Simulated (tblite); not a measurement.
Species: C5H10Se (charge +1 and doublet state).
Numbering: `[CH3:1][CH2:2][Se+:3][CH:4]1[CH2:5][CH2:6]1` (hydrogens: H7, H8, H9 on C1; H10, H11 on C2; H12 on C4; H13, H14 on C5; H15, H16 on C6)

Computed with GFN2-xTB (tblite), gas phase: L-BFGS steps from a force-field or distance-geometry start until the largest atomic force falls under 0.01 eV/Å.

Step 54: E = -502.8618 eV
```
atom  x, y, z in Å  |  force x, y, z in eV/Å
C1      2.9362   -0.7520   -0.1090    0.051  -0.019  -0.003
C2      1.6198   -0.0378   -0.3225   -0.029  -0.063   0.063
Se3     0.2919   -0.5476    1.0342   -0.004  -0.004  -0.024
C4     -1.1496    0.4990    0.3887   -0.084   0.094   0.069
C5     -2.5070   -0.1363    0.1085    0.003  -0.026  -0.001
C6     -2.3457    0.7283    1.2931   -0.021   0.020   0.023
H7      3.5351   -0.6739   -1.0124    0.050   0.024  -0.010
H8      2.7912   -1.8091    0.1070    0.002  -0.017  -0.056
H9      3.5011   -0.3106    0.7082   -0.002   0.006   0.024
H10     1.1573   -0.3195   -1.2739    0.066   0.045  -0.003
H11     1.7417    1.0484   -0.2857   -0.043  -0.062  -0.034
H12    -0.8359    1.3013   -0.2678   -0.019   0.008  -0.009
H13    -3.0206    0.2417   -0.7636   -0.003  -0.012   0.000
H14    -2.6159   -1.2014    0.2575    0.003   0.007  -0.007
H15    -2.7610    1.7262    1.2988   -0.003  -0.028  -0.048
H16    -2.3461    0.2523    2.2639    0.034   0.026   0.018
```

Step 55: E = -502.8637 eV
```
atom  x, y, z in Å  |  force x, y, z in eV/Å
C1      2.9365   -0.7520   -0.1075    0.070  -0.032   0.002
C2      1.6190   -0.0412   -0.3221   -0.007  -0.064   0.057
Se3     0.2899   -0.5441    1.0339   -0.009  -0.013  -0.031
C4     -1.1508    0.5003    0.3830   -0.109   0.113   0.074
C5     -2.5091   -0.1353    0.1092   -0.017  -0.033  -0.008
C6     -2.3465    0.7294    1.2920    0.044   0.035   0.043
H7      3.5404   -0.6555   -1.0058    0.061   0.023  -0.008
H8      2.8003   -1.8131    0.0916   -0.026  -0.025  -0.062
H9      3.4932   -0.3224    0.7211    0.003   0.029   0.025
H10     1.1616   -0.3252   -1.2748    0.044   0.041  -0.007
H11     1.7422    1.0447   -0.2892   -0.047  -0.046  -0.029
H12    -0.8376    1.3038   -0.2739   -0.033  -0.022   0.010
H13    -3.0323    0.2362   -0.7598    0.018   0.008  -0.010
H14    -2.6163   -1.1987    0.2643    0.004  -0.033  -0.012
H15    -2.7566    1.7289    1.2995   -0.025  -0.018  -0.048
H16    -2.3416    0.2532    2.2634    0.029   0.039   0.005
```

Step 56: E = -502.8659 eV
```
atom  x, y, z in Å  |  force x, y, z in eV/Å
C1      2.9419   -0.7493   -0.1039    0.112  -0.045   0.014
C2      1.6220   -0.0434   -0.3210    0.020  -0.050   0.028
Se3     0.2837   -0.5557    1.0209   -0.014  -0.030  -0.042
C4     -1.1560    0.4894    0.3685   -0.190   0.098   0.078
C5     -2.5250   -0.1361    0.1146    0.013  -0.014   0.068
C6     -2.3432    0.7343    1.2918    0.120   0.053  -0.035
H7      3.5578   -0.6218   -0.9920    0.040   0.015   0.043
H8      2.8142   -1.8176    0.0644   -0.037   0.004  -0.072
H9      3.4828   -0.3394    0.7468   -0.016   0.026  -0.018
H10     1.1794   -0.3182   -1.2830    0.014   0.022   0.000
H11     1.7428    1.0424   -0.2815   -0.046  -0.033  -0.009
H12    -0.8402    1.2855   -0.2984   -0.067  -0.047   0.042
H13    -3.0598    0.2305   -0.7491    0.039   0.028  -0.015
H14    -2.6434   -1.1971    0.2822    0.028  -0.016  -0.020
H15    -2.7361    1.7419    1.2983   -0.039  -0.058  -0.047
H16    -2.3284    0.2636    2.2662    0.023   0.050  -0.015
```

Step 57: E = -502.8685 eV
```
atom  x, y, z in Å  |  force x, y, z in eV/Å
C1      2.9463   -0.7515   -0.1026    0.055  -0.031   0.011
C2      1.6223   -0.0517   -0.3190    0.053  -0.019  -0.028
Se3     0.2798   -0.5504    1.0190   -0.029  -0.055  -0.030
C4     -1.1623    0.4976    0.3679   -0.075   0.045   0.031
C5     -2.5270   -0.1347    0.1163   -0.033  -0.026   0.052
C6     -2.3462    0.7366    1.2917    0.139   0.064   0.003
H7      3.5649   -0.6006   -0.9843    0.061   0.014   0.035
H8      2.8283   -1.8231    0.0439   -0.055  -0.023  -0.066
H9      3.4760   -0.3544    0.7596    0.008   0.049   0.009
H10     1.1896   -0.3236   -1.2856   -0.026  -0.015  -0.003
H11     1.7408    1.0341   -0.2873   -0.027   0.001   0.018
H12    -0.8442    1.2910   -0.3011   -0.084  -0.040   0.044
H13    -3.0715    0.2248   -0.7446    0.060   0.037  -0.017
H14    -2.6414   -1.1939    0.2908    0.031  -0.064  -0.033
H15    -2.7387    1.7418    1.2937   -0.084   0.004  -0.017
H16    -2.3243    0.2669    2.2665    0.005   0.060  -0.009
```

Problem. Estimate the geometry and energy of step 58. (The exact step hangs on the optimiser's Hessian estimate; all steps are aligned on step 57, rigid shifts and turns removed.)

Solution. E = -502.8709 eV, largest force 0.123 eV/Å
```
atom  x, y, z in Å  |  force x, y, z in eV/Å
C1      2.9527   -0.7487   -0.0988    0.049  -0.016   0.015
C2      1.6263   -0.0534   -0.3181    0.043   0.017  -0.073
Se3     0.2716   -0.5701    1.0011   -0.026  -0.067  -0.038
C4     -1.1694    0.4853    0.3554   -0.050  -0.018   0.007
C5     -2.5441   -0.1368    0.1238    0.010   0.037   0.103
C6     -2.3379    0.7432    1.2915    0.110   0.027  -0.048
H7      3.5816   -0.5735   -0.9705    0.037   0.000   0.082
H8      2.8368   -1.8246    0.0221   -0.033   0.010  -0.064
H9      3.4671   -0.3652    0.7805   -0.008   0.020  -0.034
H10     1.2076   -0.3100   -1.2960   -0.031  -0.035   0.028
H11     1.7367    1.0334   -0.2731   -0.012  -0.010   0.036
H12    -0.8458    1.2658   -0.3255   -0.107  -0.016   0.042
H13    -3.0940    0.2243   -0.7340    0.069   0.025   0.006
H14    -2.6701   -1.1936    0.3079    0.043  -0.046  -0.035
H15    -2.7206    1.7520    1.2889   -0.089   0.009  -0.007
H16    -2.3062    0.2809    2.2698   -0.006   0.065  -0.019
```

The energy changes by -0.0024 eV. The first-order estimate −F·Δx gives -0.0033 eV and the mean of the old and new forces, exact on a quadratic surface, -0.0024 eV. The step makes an angle of 84° with the force vector and moves no atom by more than 0.035 Å.

What follows is the cost of the whole relaxation. The run took 0.74 s wall on Arm Neoverse N1, one thread, shared host with 64 logical CPUs at a one-minute load of 47.
